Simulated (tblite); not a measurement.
C8H12OSi.
Atom-mapped SMILES: `[CH3:1][O:2][SiH2:3][c:4]1[cH:5][cH:6][c:7]([CH3:8])[cH:9][cH:10]1` (hydrogens: H11, H12, H13 on C1; H14, H15 on Si3; H16 on C5; H17 on C6; H18, H19, H20 on C8; H21 on C9; H22 on C10)

Computed with GFN2-xTB (tblite), gas phase: L-BFGS steps from a force-field or distance-geometry start until the largest atomic force falls under 0.01 eV/Å.

Step 39: E = -791.1315 eV
```
atom  x, y, z in Å  |  force x, y, z in eV/Å
C1      4.1945    0.6755    0.8330   -0.016   0.022   0.026
O2      2.8401    0.4483    0.5993   -0.068  -0.014   0.006
Si3     2.1369   -0.7274   -0.2670   -0.042   0.056  -0.005
C4      0.3035   -0.3401   -0.1606    0.009  -0.064  -0.066
C5     -0.5889   -1.3288    0.2444    0.013   0.046   0.047
C6     -1.9522   -1.1105    0.2321    0.029  -0.013   0.032
C7     -2.4748    0.1035   -0.1981    0.056  -0.030  -0.069
C8     -3.9577    0.2943   -0.2689    0.000   0.033  -0.009
C9     -1.5903    1.0953   -0.6014    0.034   0.023   0.015
C10    -0.2245    0.8756   -0.5846    0.011  -0.027   0.068
H11     4.7823   -0.2389    0.7379    0.007  -0.008   0.004
H12     4.2998    1.0671    1.8463    0.046   0.020  -0.003
H13     4.5709    1.4126    0.1205    0.040   0.009  -0.010
H14     2.4191   -2.0483    0.3021    0.056  -0.033   0.010
H15     2.5917   -0.7113   -1.6656    0.026  -0.018  -0.005
H16    -0.2070   -2.2822    0.5881   -0.024   0.068  -0.064
H17    -2.6244   -1.8921    0.5588   -0.018  -0.002  -0.013
H18    -4.2104    1.3383   -0.4219   -0.020   0.084  -0.006
H19    -4.3583   -0.2797   -1.1044   -0.040  -0.014   0.009
H20    -4.4385   -0.0537    0.6425   -0.011  -0.026   0.014
H21    -1.9657    2.0529   -0.9374   -0.058  -0.028   0.008
H22     0.4433    1.6688   -0.8968   -0.031  -0.086   0.011
```

Step 40: E = -791.1331 eV
```
atom  x, y, z in Å  |  force x, y, z in eV/Å
C1      4.1856    0.6838    0.8312   -0.019   0.014   0.015
O2      2.8319    0.4335    0.6105   -0.007   0.004   0.015
Si3     2.1378   -0.7378   -0.2681   -0.022   0.034  -0.014
C4      0.3053   -0.3505   -0.1581   -0.016  -0.047  -0.071
C5     -0.5912   -1.3350    0.2460   -0.005   0.031   0.047
C6     -1.9539   -1.1127    0.2336    0.008   0.015   0.023
C7     -2.4712    0.1039   -0.1969    0.013  -0.020  -0.054
C8     -3.9548    0.3006   -0.2699    0.007   0.033  -0.010
C9     -1.5832    1.0948   -0.5974    0.013  -0.007   0.027
C10    -0.2185    0.8681   -0.5792   -0.006  -0.016   0.057
H11     4.7872   -0.2236    0.7431   -0.017   0.022  -0.010
H12     4.2925    1.0868    1.8398    0.039   0.024  -0.004
H13     4.5463    1.4209    0.1086    0.025  -0.029   0.012
H14     2.4291   -2.0646    0.2841    0.044  -0.019   0.015
H15     2.5955   -0.7079   -1.6660    0.019  -0.012  -0.001
H16    -0.2148   -2.2898    0.5884   -0.002   0.036  -0.052
H17    -2.6299   -1.8922    0.5600    0.003   0.019  -0.023
H18    -4.2029    1.3466   -0.4244   -0.013   0.045  -0.003
H19    -4.3550   -0.2734   -1.1068   -0.033   0.007   0.031
H20    -4.4415   -0.0452    0.6407    0.020  -0.014  -0.017
H21    -1.9569    2.0547   -0.9313   -0.036  -0.056   0.016
H22     0.4524    1.6584   -0.8897   -0.014  -0.064   0.004
```

Question: Estimate the geometry and energy of step 41. (The exact step hangs on the optimiser's Hessian estimate; all steps are aligned on step 40, rigid shifts and turns removed.)

Answer: E = -791.1343 eV, largest force 0.066 eV/Å
```
atom  x, y, z in Å  |  force x, y, z in eV/Å
C1      4.1792    0.6880    0.8300    0.001   0.005   0.016
O2      2.8268    0.4265    0.6171   -0.006   0.019   0.016
Si3     2.1381   -0.7420   -0.2687    0.008  -0.004  -0.014
C4      0.3063   -0.3573   -0.1581   -0.028  -0.015  -0.053
C5     -0.5923   -1.3375    0.2480   -0.022   0.003   0.028
C6     -1.9545   -1.1141    0.2348   -0.021   0.037   0.009
C7     -2.4685    0.1033   -0.1979   -0.040  -0.002  -0.019
C8     -3.9528    0.3048   -0.2705    0.007   0.024  -0.014
C9     -1.5788    1.0943   -0.5949   -0.015  -0.034   0.032
C10    -0.2152    0.8633   -0.5748   -0.019  -0.002   0.025
H11     4.7872   -0.2153    0.7447   -0.018   0.016  -0.011
H12     4.2884    1.0971    1.8354    0.034   0.031   0.010
H13     4.5332    1.4231    0.1023    0.019  -0.024   0.004
H14     2.4371   -2.0715    0.2757    0.032  -0.004   0.011
H15     2.5989   -0.7052   -1.6654    0.014  -0.007  -0.003
H16    -0.2190   -2.2929    0.5872    0.022  -0.012  -0.028
H17    -2.6328   -1.8926    0.5601    0.016   0.030  -0.025
H18    -4.1985    1.3527   -0.4253   -0.001   0.002   0.000
H19    -4.3539   -0.2698   -1.1074   -0.028   0.027   0.040
H20    -4.4430   -0.0405    0.6396    0.047   0.001  -0.038
H21    -1.9534    2.0546   -0.9279   -0.014  -0.062   0.019
H22     0.4571    1.6505   -0.8857    0.013  -0.027  -0.004
```

The energy changes by -0.0012 eV. The first-order estimate −F·Δx gives -0.0018 eV and the mean of the old and new forces, exact on a quadratic surface, -0.0012 eV. The step makes an angle of 77° with the force vector and moves no atom by more than 0.015 Å.

The cost below is that of the whole relaxation. The run took 2.9 s of wall time on Arm Neoverse N1, one thread (shared host).
